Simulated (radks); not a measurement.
The numbers below are computed, except where a source is named.
The germanium ion Ge2+, [Ar] 3d10 4s2. Level of theory: non-relativistic Kohn-Sham, exchange-only B88, spin-polarised, spherical densities, point nucleus (a radial shooting solver on a logarithmic mesh with Libxc functionals). Every spin shell is full or empty, so the densities are truly spherical. Functionals are evaluated on that one density, not self-consistently. Rank these exchange functionals by their error against the exact value of the orbitals, and give that value: LDA, B88, PBE, PBEsol, revPBE, RPBE, PW91, PW86, OPTX, EV93, APBE, revTPSS, TASK.

Answer. Exact: -76.8223 hartree. From best to worst, with 100 (|E| - |E exact|)/|E exact| (equal figures are ties): revPBE 0.00, RPBE +0.08, PBE -0.21, PW91 +0.23, B88 +0.28, PW86 +0.33, EV93 +0.35, revTPSS -0.58, APBE +0.68, OPTX +0.97, PBEsol -2.43, TASK -2.44, LDA -5.63.
